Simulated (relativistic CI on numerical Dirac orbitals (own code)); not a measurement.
# Energy levels of Fe²⁴⁺

Calculated at this level of theory: Dirac-Coulomb-Breit CI, separate exchange-only KLI orbitals for each configuration, QED by a radiative potential, unscaled Slater integrals (own radial code, finite nucleus).

Configuration list: 1s², 1s2s, 1s2p, 1s3s, 1s3p, 1s3d, 1s4s, 1s4p, 1s4d, 1s4f, 1s5s, 1s5p, 1s5d, 1s5f, 1s5g, 1s6s, 1s6p, 1s6d. Levels of other configurations are missing.

| No. | Configuration | Term | J | E (eV) | % | Lifetime (s) | jj configuration (%) |
| --- | --- | --- | --- | --- | --- | --- | --- |
| 1 | 1s² | ¹S | 0 | 0.00 | 100 |  | closed (100) |
| 2 | 1s2s | ³S | 1 | 6635.17 | 100 | 5.05e-09 | 1s 2s (100) |
| 3 | 1s2p | ³P° | 0 | 6664.21 | 100 | 2.79e-09 | 1s 2p1/2 (100) |
| 4 | 1s2p | ³P° | 1 | 6666.25 | 92 | 2.28e-14 | 1s 2p1/2 (90) |
| 5 | 1s2s | ¹S | 0 | 6666.72 | 100 |  | 1s 2s (100) |
| 6 | 1s2p | ³P° | 2 | 6680.96 | 100 | 1.27e-10 | 1s 2p3/2 (100) |
| 7 | 1s2p | ¹P° | 1 | 6699.47 | 92 | 2.15e-15 | 1s 2p3/2 (90) |
| 8 | 1s3s | ³S | 1 | 7861.79 | 100 | 3.41e-13 | 1s 3s (100) |
| 9 | 1s3p | ³P° | 0 | 7869.81 | 100 | 1.12e-13 | 1s 3p1/2 (100) |
| 10 | 1s3s | ¹S | 0 | 7870.22 | 100 | 3.45e-13 | 1s 3s (100) |
| 11 | 1s3p | ³P° | 1 | 7870.40 | 91 | 4.58e-14 | 1s 3p1/2 (91) |
| 12 | 1s3p | ³P° | 2 | 7874.79 | 100 | 1.16e-13 | 1s 3p3/2 (100) |
| 13 | 1s3d | ³D | 2 | 7879.02 | 66 | 3.87e-14 | 1s 3d3/2 (100) |
| 14 | 1s3d | ³D | 1 | 7879.10 | 100 | 3.87e-14 | 1s 3d3/2 (100) |
| 15 | 1s3p | ¹P° | 1 | 7879.88 | 91 | 7.26e-15 | 1s 3p3/2 (91) |
| 16 | 1s3d | ³D | 3 | 7880.70 | 100 | 3.91e-14 | 1s 3d5/2 (100) |
| 17 | 1s3d | ¹D | 2 | 7880.99 | 66 | 3.93e-14 | 1s 3d5/2 (100) |
| 18 | 1s4s | ³S | 1 | 8286.55 | 100 | 5.02e-13 | 1s 4s (100) |
| 19 | 1s4p | ³P° | 0 | 8289.86 | 100 | 1.92e-13 | 1s 4p1/2 (100) |
| 20 | 1s4s | ¹S | 0 | 8290.01 | 100 | 4.79e-13 | 1s 4s (100) |
| 21 | 1s4p | ³P° | 1 | 8290.10 | 91 | 9.38e-14 | 1s 4p1/2 (91) |
| 22 | 1s4p | ³P° | 2 | 8291.95 | 100 | 1.98e-13 | 1s 4p3/2 (100) |
| 23 | 1s4d | ³D | 2 | 8293.70 | 68 | 8.98e-14 | 1s 4d3/2 (99) |
| 24 | 1s4d | ³D | 1 | 8293.73 | 100 | 8.98e-14 | 1s 4d3/2 (100) |
| 25 | 1s4p | ¹P° | 1 | 8294.06 | 91 | 1.70e-14 | 1s 4p3/2 (91) |
| 26 | 1s4d | ³D | 3 | 8294.40 | 100 | 9.10e-14 | 1s 4d5/2 (100) |
| 27 | 1s4f | ³F° | 3 | 8294.50 | 57 | 1.84e-13 | 1s 4f5/2 (100) |
| 28 | 1s4f | ³F° | 2 | 8294.54 | 100 | 1.84e-13 | 1s 4f5/2 (100) |
| 29 | 1s4d | ¹D | 2 | 8294.55 | 68 | 9.12e-14 | 1s 4d5/2 (99) |
| 30 | 1s4f | ³F° | 4 | 8294.88 | 100 | 1.85e-13 | 1s 4f7/2 (100) |
| 31 | 1s4f | ¹F° | 3 | 8294.90 | 57 | 1.85e-13 | 1s 4f7/2 (100) |
| 32 | 1s5s | ³S | 1 | 8482.03 | 100 | 8.00e-13 | 1s 5s (100) |
| 33 | 1s5p | ³P° | 0 | 8483.70 | 100 | 3.30e-13 | 1s 5p1/2 (100) |
| 34 | 1s5s | ¹S | 0 | 8483.78 | 100 | 6.97e-13 | 1s 5s (100) |
| 35 | 1s5p | ³P° | 1 | 8483.83 | 91 | 1.71e-13 | 1s 5p1/2 (91) |
| 36 | 1s5p | ³P° | 2 | 8484.77 | 100 | 3.39e-13 | 1s 5p3/2 (100) |
| 37 | 1s5d | ³D | 2 | 8485.66 | 69 | 1.72e-13 | 1s 5d3/2 (99) |
| 38 | 1s5d | ³D | 1 | 8485.67 | 100 | 1.73e-13 | 1s 5d3/2 (100) |
| 39 | 1s5p | ¹P° | 1 | 8485.84 | 91 | 3.29e-14 | 1s 5p3/2 (91) |
| 40 | 1s5d | ³D | 3 | 8486.01 | 100 | 1.75e-13 | 1s 5d5/2 (100) |
| 41 | 1s5f | ³F° | 3 | 8486.07 | 57 | 3.56e-13 | 1s 5f5/2 (100) |
| 42 | 1s5f | ³F° | 2 | 8486.09 | 100 | 3.56e-13 | 1s 5f5/2 (100) |
| 43 | 1s5d | ¹D | 2 | 8486.09 | 69 | 1.74e-13 | 1s 5d5/2 (99) |
| 44 | 1s5f | ³F° | 4 | 8486.26 | 100 | 3.57e-13 | 1s 5f7/2 (100) |
| 45 | 1s5g | ³G | 4 | 8486.26 | 55 | 5.99e-13 | 1s 5g7/2 (100) |
| 46 | 1s5g | ³G | 3 | 8486.27 | 100 | 5.99e-13 | 1s 5g7/2 (100) |
| 47 | 1s5f | ¹F° | 3 | 8486.28 | 57 | 3.58e-13 | 1s 5f7/2 (100) |
| 48 | 1s5g | ³G | 5 | 8486.38 | 100 | 6.00e-13 | 1s 5g9/2 (100) |
| 49 | 1s5g | ¹G | 4 | 8486.39 | 55 | 6.00e-13 | 1s 5g9/2 (100) |
| 50 | 1s6s | ³S | 1 | 8587.82 | 100 | 1.26e-12 | 1s 6s (100) |
| 51 | 1s6p | ³P° | 0 | 8588.78 | 100 | 5.38e-13 | 1s 6p1/2 (100) |
| 52 | 1s6s | ¹S | 0 | 8588.83 | 100 | 9.08e-13 | 1s 6s (100) |
| 53 | 1s6p | ³P° | 1 | 8588.85 | 91 | 2.85e-13 | 1s 6p1/2 (91) |
| 54 | 1s6p | ³P° | 2 | 8589.40 | 100 | 5.53e-13 | 1s 6p3/2 (100) |
| 55 | 1s6d | ³D | 2 | 8589.91 | 69 | 2.92e-13 | 1s 6d3/2 (99) |
| 56 | 1s6d | ³D | 1 | 8589.91 | 100 | 2.95e-13 | 1s 6d3/2 (100) |
| 57 | 1s6p | ¹P° | 1 | 8590.01 | 91 | 5.58e-14 | 1s 6p3/2 (91) |
| 58 | 1s6d | ³D | 3 | 8590.11 | 100 | 3.01e-13 | 1s 6d5/2 (100) |
| 59 | 1s6d | ¹D | 2 | 8590.16 | 69 | 2.92e-13 | 1s 6d5/2 (99) |

Energies count from the lowest computed level; ° marks odd parity; lifetimes are radiative, by E1, M1, E2, M2 decay to levels of this space only; some are left blank where a channel outside the calculation adds to the decay or the decay crosses a small, uncertain gap. Filled j subshells are mostly left out of the jj labels.

The mean weight of the leading LS term, summed over parents, in these 59 levels is 90 %, and that of the leading jj configuration (from the same eigenvectors) 98 %.

At this charge energies of transitions that change n are usually good to better than 1 %, and those within a shell (Δn = 0) to a few per cent.

LS names give the leading component of a level, which can be under half, so a name can repeat, a term be missing and a line seem to break the LS rules.
